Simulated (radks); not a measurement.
Values are calculated unless marked as measured or tabulated.
Task: Ionisation of the bismuth ion Bi3+, [Hg], to Bi4+, [Xe] 4f14 5d10 6s1, under several functionals. Dirac Kohn-Sham, spin-unpolarised, spherical densities, point nucleus; a radial shooting solver on a logarithmic mesh with Libxc functionals. Known Delta-SCF values: PBEsol 45.465 eV; PBE 45.392 eV; LDA (Slater exchange, Perdew-Wang correlation) 45.896 eV. What does Wu-Cohen GGA give, and what is its highest occupied eigenvalue?

Result: 45.498 eV by Delta-SCF; the 6s1/2 eigenvalue is -40.094 eV. NIST: 45.4 eV (measured).

Beside tabulated values, note that spin-unpolarised runs miss the spin-polarisation part of the exchange energy of open shells.
